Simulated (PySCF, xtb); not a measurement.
H2O2S2, SMILES S(SO)O.

GFN2-xTB run with xtb 6.7.1 at its own geometry gives an orbital gap of 4.26 eV and a dipole moment of 2.62 D.

Geometry: B3LYP-D3(BJ)/def2-SVP. The values are those of a single conformer.

What does PBE0/def2-TZVPD in PySCF give? (Estimate from the structure and the level; the computed values follow.)

gap 6.53 eV (levels -7.56 and -1.03 eV), dipole 2.19 D.
